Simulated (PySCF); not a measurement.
# Dipole moment and polarisability of `P[SiH2]c1cccs1`

Species: C₄H₇PSSi.
Cartesian coordinates in Å at the GFN2-xTB level; atoms count from 1:
```
atom  x, y, z in Å
P1     3.0749    0.8740   -0.1005
Si2    1.7139   -0.8912    0.1942
C3    -0.0997   -0.4023    0.1979
C4    -0.9746   -0.3538   -0.8492
C5    -2.2601    0.1065   -0.4960
C6    -2.3551    0.4096    0.8241
S7    -0.8767    0.1390    1.6540
H8     2.4313    1.6860    0.8182
H9     2.3597    1.4121   -1.1572
H10    2.0451   -1.4967    1.4854
H11    1.9201   -1.8184   -0.9217
H12   -0.7010   -0.6459   -1.8480
H13   -3.0749    0.2055   -1.1911
H14   -3.2036    0.7751    1.3679
```

Level: PBE0/def2-SVPD (PySCF), static field, nuclei fixed, core orbitals frozen in the response. The polarisability tensor in these axes (au):

```
x   148.54   0.23  -1.91
y     0.23  95.13   3.23
z    -1.91   3.23 109.74
```

**Question.** What are the eigenvalues, a third of the trace, and Δα (Δα² = ½Σ(αi − αj)² over the three pairs)?

**Answer.** Principal values 94.44, 110.34 and 148.63 au; mean 117.80 au = 17.46 Å³ = 19.42 × 10⁻⁴⁰ C²·m²/J; Δα = 48.25 au (41 % of the mean).

**Question.** What is the dipole moment, and where does it point?

**Answer.** (-1.48, 0.13, -0.55) D, 1.59 D in size, pointing from the negative to the positive side. Measured along this direction, the outermost atoms are P1 at the negative end and H13 at the positive end.

**Question.** Find the Langevin capture rate constant for NH4+ (18.034 u) meeting this molecule (145.978 u), k = 2.342 × 10⁻⁹ cm³/s × √(α in Å³ / reduced mass in u).

**Answer.** The reduced mass is 16.05 u, so k = 2.44 × 10⁻⁹ cm³/s. The formula leaves out the permanent dipole, which adds to the capture rate.

**Question.** Sum over states: ᾱ = Σ f/ω², ω in Eh. What share falls to these 6 lowest TDDFT singlets (eV, f)? 5.17, 0.2686; 5.66, 0.0624; 5.87, 0.0034; 6.03, 0.0180; 6.24, 0.0103; 6.26, 0.0233.

**Answer.** They add up to 9.94 au, 8.4 % of the 117.80 au; the largest single term is 7.43 au, from the state at 5.17 eV. Terms in order: 7.43, 1.44, 0.07, 0.37, 0.20, 0.44 au. Higher excitations give the rest. The strengths listed sum to 0.386.

**Question.** Along which axes do the principal values lie, and how far do the nuclei extend along each?

**Answer.** Largest value along (1.00, 0.00, -0.05), where the nuclei span 6.34 Å; middle along (0.05, 0.21, 0.98), 3.58 Å; least along (-0.01, 0.98, -0.21), 3.39 Å. The response follows the extents in order.

The structure is a single GFN2-xTB conformer in the gas phase; no vibrational or solvent corrections.

The run behind these numbers computed excited states as well. Time: 50 s of wall time (grids of density and orbitals included); peak memory 0.85 GiB. Hardware: an Arm Neoverse V1 with one thread (shared host).
